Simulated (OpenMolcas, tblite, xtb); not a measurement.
# C2H5InO (SMILES C[C](=O)[InH2]): the HOMO–LUMO gap, rung by rung

C2H5InO has 9 atoms, charge 0, and is taken as a singlet. SMILES: `C[C](=O)[InH2]`. The shape is that of a PBE0-D4/def2-TZVP optimisation.

Each level gives the HOMO–LUMO gap (eV). The values are calculated.

```
                           level            kind     program  value (eV)   CPU time
                        GFN2-xTB  semi-empirical      tblite        2.69  under 2 s
                        GFN0-xTB  semi-empirical         xtb        2.44  under 2 s
    HF/def2-SVP (core potential)    Hartree–Fock  OpenMolcas       10.02      8.4 s
 SVWN5/def2-SVP (core potential)             LDA  OpenMolcas        2.49       26 s
  BLYP/def2-SVP (core potential)             GGA  OpenMolcas        2.52       37 s
  TPSS/def2-SVP (core potential)        meta-GGA  OpenMolcas        2.81       47 s
 B3LYP/def2-SVP (core potential)   global hybrid  OpenMolcas        4.01       38 s
B2PLYP/def2-SVP (core potential)   double hybrid  OpenMolcas        6.46       24 s
```

The values span 2.44 to 10.02 eV. Orbital gaps aren't excitation energies, and those of double hybrids come from the SCF part alone; they tend to grow with the share of exact exchange. Times are those of the runs behind each value, whatever else they computed, on shared processors of several kinds: orders of magnitude only.
